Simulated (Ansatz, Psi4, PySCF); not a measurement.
singlet oxygen (O2), singlet, at a GFN2-xTB geometry. Base run: PySCF with CAMB3LYP/STO-3G.

PySCF was given this input:
```python
from pyscf import gto, scf, dft

mol = gto.Mole()
mol.atom = '''
    O    -0.000000   -0.000000   -0.604951
    O     0.000000    0.000000    0.604951
'''
mol.basis = 'sto-3g'
mol.charge = 0
mol.spin = 0
mol.verbose = 3
mol.build()

mf = dft.RKS(mol)
mf.xc = 'camb3lyp'
mf.kernel()
```

The same geometry, method and basis name were run in Ansatz (a first-principles code) and Psi4 and PySCF, at each program's defaults and at the settings that a row names. The base is PySCF at its defaults. Differences at the defaults can come from grids, fitting, cores and function types together.

```csv
code and settings,ΔE vs base (µEh),basis functions,E (Eh),SCF cycles
"PySCF, defaults (exact integrals, its default grid, spherical functions)",0.0,10,-148.14747,5
"Psi4, defaults (density fitting with its default set, its default grid, spherical functions)",-700,10,-148.14817,4
"Ansatz, defaults (factorised integrals, its default grid, spherical functions)",-2.0,10,-148.14747,-
"PySCF, density fitting with def2-universal-jkfit",-707,10,-148.14818,5
"PySCF, fine grid",-1.7,10,-148.14747,5
"Psi4, exact integrals, spherical functions, fine grid",-1.7,10,-148.14747,5
"Ansatz, high accuracy",-1.9,10,-148.14747,-
```
